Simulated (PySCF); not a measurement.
Consider `C[C@H]1C[P@](C)(=N)C1` (C5H12NP). Optimised structure (Å), atoms numbered from 1:
```
C    -1.9896   -0.2645    0.8896
C    -1.2489    0.1995   -0.3626
C    -0.2129    1.3405   -0.1053
P     1.1999    0.1528   -0.4032
C     1.7376   -0.4769    1.2150
N     2.5002    0.4412   -1.2502
C    -0.2687   -0.8647   -0.9521
H    -1.2925   -0.5838    1.6804
H    -2.6484   -1.1183    0.6644
H    -2.6117    0.5451    1.3036
H    -1.9931    0.5074   -1.1143
H    -0.2594    1.8335    0.8781
H    -0.2255    2.1173   -0.8850
H     2.3659    0.2885    1.6930
H     2.3460   -1.3781    1.0511
H     0.8842   -0.7157    1.8624
H     2.3446    0.8075   -2.1892
H    -0.3012   -0.9174   -2.0511
H    -0.3543   -1.8868   -0.5519
```

These are calculated values, PBE0-D3(BJ)/ma-def2-SVP in PySCF (grid level 2) at geometries from B3LYP-D3(BJ)/ma-def2-SVP. The prefix ma- adds one diffuse s and one diffuse p function on all atoms but H. Thermal corrections: GFN2-xTB frequencies, unscaled, ideal gas at 298.15 K and 1 bar, quasi-RRHO entropy. These were taken at the GFN2-xTB minima.

Question: What are the vertical and the adiabatic ionisation energy for forming the radical cation?

Answer: 8.09 eV vertical and 7.65 eV adiabatic, the latter with zero-point energy.

Question: Where does the unpaired spin of the relaxed radical cation sit?

Answer: N6 (nitrogen) 0.95, C7 (methylene carbon) 0.10 (intrinsic atomic orbital populations).

Question: What oxidation potential follows in dichloromethane (IEF-PCM), given that Fc+/Fc comes at 4.64 V absolute with this functional and basis?

Answer: In the gas phase ΔG of oxidation is 7.622 eV, and solvation is -36.5 kJ/mol for the parent and -213.2 kJ/mol for the product, so the absolute potential is 5.79 V, or 1.15 V against Fc+/Fc. Fc+/Fc in dichloromethane, 4.64 V, is PBE0-D3(BJ)/ma-def2-SVP on PBE0-D3(BJ)/def2-SVP structures with GFN2-xTB thermal terms. Benchmark calculations put it near 5.0 V in acetonitrile and DMSO, so it is about 0.4 V low, and the value against it can read up to that much too high. The solvent is electrostatics only, on gas-phase structures; the absolute scale refers to an electron at rest in vacuum.

Question: How far is −ε(HOMO) from the vertical value by ΔSCF?

Answer: −ε(HOMO) = 6.24 eV, which is 1.84 eV below the ΔSCF value.

Caveats: ma-def2-SVP is a small basis, whose errors can reach tens of kJ/mol.

Differences come from unrounded values, so a last digit can differ from that of the printed terms.
